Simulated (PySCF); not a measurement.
Changes within a family of molecules, several properties at once.

PySCF, B3LYP/def2-SVPD, density fitting, gas phase; each molecule at its own PBE0-D3(BJ)/def2-SVP geometry, one conformer. Singlet excitations by full TDDFT with frozen cores, triplets by Tamm–Dancoff TDDFT and ionisation energies by ΔSCF, from the lowest of the holes tried. 

Torsions of the conformers computed, which needn't be the lowest (atom-mapped SMILES):
- `[CH2:1]=[C:2]([CH3:3])[C:4]1=[CH:5][BH:6][CH:7]=[CH:8][CH:9]=[CH:10]1`: C1–C2–C4–C5 -146°
- `[F:1][CH:2]([F:3])[C:4]1=[CH:5][BH:6][CH:7]=[CH:8][CH:9]=[CH:10]1`: F1–C2–C4–C5 -129°
- `[CH3:1][CH2:2][O:3][C:4]1=[CH:5][BH:6][CH:7]=[CH:8][CH:9]=[CH:10]1`: C1–C2–O3–C4 -179°, C2–O3–C4–C5 179°
- `[GeH3:1][O:2][C:3]1=[CH:4][BH:5][CH:6]=[CH:7][CH:8]=[CH:9]1`: Ge1–O2–C3–C4 0°

Reference: `BC1=CBC=CC=C1`, with HOMO energy -7.12 eV, LUMO energy -2.96 eV, lowest singlet excitation 3.71 eV, lowest triplet excitation 2.57 eV, mean polarisability 105.8 au, dipole moment 2.04 D and vertical ionisation energy 9.05 eV.

Changes against it:

| molecule | Δ HOMO energy (eV) | Δ LUMO energy (eV) | Δ lowest singlet excitation (eV) | Δ lowest triplet excitation (eV) | Δ mean polarisability (au) | Δ dipole moment (D) | Δ vertical ionisation energy (eV) |
| --- | --- | --- | --- | --- | --- | --- | --- |
| FC(F)C1=CBC=CC=C1 | -0.18 | +0.45 | +0.75 | +0.27 | -3.4 | -0.61 | +0.20 |
| CCOC1=CBC=CC=C1 | +0.48 | +0.84 | +0.41 | +0.17 | +17.4 | +1.88 | -0.57 |
| [GeH3][O]C1=CBC=CC=C1 | +0.29 | +0.93 | +0.60 | +0.36 | +20.2 | +0.01 | -0.37 |

Rows whose labels were lost:

```tsv
row	Δ HOMO energy (eV)	Δ LUMO energy (eV)	Δ lowest singlet excitation (eV)	Δ lowest triplet excitation (eV)	Δ mean polarisability (au)	Δ dipole moment (D)	Δ vertical ionisation energy (eV)
P	+0.05	+0.51	+0.40	+0.16	+11.2	+0.07	-0.16
Q	+0.28	+0.77	+0.35	+0.21	+24.6	+0.09	-0.46
```

Question: Which row belongs to which of `C=C(C)C1=CBC=CC=C1` and `C#CC1=CBC=CC=C1`?

Answer: P = `C#CC1=CBC=CC=C1` and Q = `C=C(C)C1=CBC=CC=C1`. P and Q are told apart most clearly by the mean polarisability (+11.2 against +24.6 au).
